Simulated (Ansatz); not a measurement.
A nudged elastic band was laid between two geometries of AlClF2 + H2 (6 atoms, charge 0, multiplicity 1).

Theory: Ansatz, RKS PBE0-D4/def2-SVP.

```
movable images  : 5
climbing image  : yes
spring          : 0.5 eV/Å²
optimiser       : quadratic models (default)
start path      : through a guess of the saddle point
force threshold : 0.05 eV/Å
iteration limit : 60
end points      : relaxed
```

Image 0:

```xyz
6
Properties=species:S:1:pos:R:3
Al 0.006 0.051 0.272
Cl -0.009 0.713 2.245
F 1.426 -0.012 -0.569
F -1.412 -0.089 -0.563
H 0.072 -2.074 0.456
H 0.061 -1.855 1.194
```

Image 6:

```xyz
6
Properties=species:S:1:pos:R:3
Al 0.022 -0.513 -0.309
Cl 0.011 0.004 2.235
F 1.414 0.321 -0.674
F -1.417 0.239 -0.670
H 0.067 -2.071 -0.112
H 0.047 -1.245 2.565
```

Problem. Which bonds break or form, and what moves?

Solution. Bonds broken: Al1–Cl2, H5–H6. Bonds formed: Al1–H5, Cl2–H6. AlClF2 + H2 becomes AlClF2H2.

Problem. What energy profile does the band end with?

Solution. The run converged. The highest image is number 3 of 0 to 6, 128.8 kJ/mol above the first end and 23.4 kJ/mol above the last; the last end lies 105.4 kJ/mol above the first. Another band between the same ends (5 images) ends at a top of the same energy, where a vibrational analysis finds 1 clearly imaginary mode. The orbitals stay closed-shell, which can raise the energy where a bond breaks towards radicals; this wasn't checked here.

```csv
image,path coordinate (Å),energy (kJ/mol),Al1–Cl2 (Å),H5–H6 (Å),Al1–H5 (Å)
0,0.00,0.0,2.08,0.77,2.13
1,0.44,11.9,2.10,0.78,2.05
2,0.89,73.2,2.20,0.90,1.81
3,1.33,128.8,2.39,1.31,1.64
4,1.72,118.4,2.53,1.79,1.59
5,2.11,109.1,2.56,2.28,1.58
6,2.49,105.4,2.60,2.80,1.57
```

Problem. What is the geometry of the highest image?

Solution. 
```xyz
6
Properties=species:S:1:pos:R:3
Al 0.018 -0.406 -0.068
Cl 0.015 0.070 2.269
F 1.436 0.150 -0.718
F -1.432 0.077 -0.707
H 0.060 -1.921 0.571
H 0.047 -1.235 1.688
```

Time of the run: 2.3 min on 1 thread of Arm Neoverse V1, on a shared host, peak memory 0.14 GiB.
